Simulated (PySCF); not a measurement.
C4H7ClSi, SMILES C#C[Si](C)(C)Cl. Heavy atoms are numbered as in [CH:1]#[C:2][Si:3]([CH3:4])([CH3:5])[Cl:6]. Hydrogens are named by the atom that carries them.

Geometry optimised at B3LYP-D3(BJ)/def2-SVP.

All values below come from PBE/pcSseg-1 in PySCF.

GIAO shieldings, no solvent; atoms alike by connectivity are averaged. δ = σ(ref) − σ: ¹³C against TMS (σ = 182.0 ppm); ²⁹Si against TMS (σ = 335.4 ppm); ³⁵Cl against HCl (σ = 936.5 ppm); ¹H against TMS (σ = 31.49 ppm), references at their B3LYP-D3(BJ)/def2-TZVP geometries, non-relativistic (without spin–orbit terms, shifts of atoms bonded to Cl or Br come out too high).

| atoms | nucleus | count | δ (ppm) |
|---|---|---|---|
| C1 (CH) | ¹³C | 1 | 101.9 |
| C2 | ¹³C | 1 | [?] |
| C4 (CH3) | ¹³C | 2 | [?] |
| Si3 | ²⁹Si | 1 | 9.5 |
| Cl6 | ³⁵Cl | 1 | 47.5 |
| H on C1 | ¹H | 1 | [?] |
| H on C4 | ¹H | 6 | 0.78 |

### Question
Complete the blanks. (Estimate from the structure and the level; the computed values follow.)

### Answer

- C4 (CH3), δ (ppm): 7.5
- H on C1, δ (ppm): 2.62
- C2, δ (ppm): 90.2
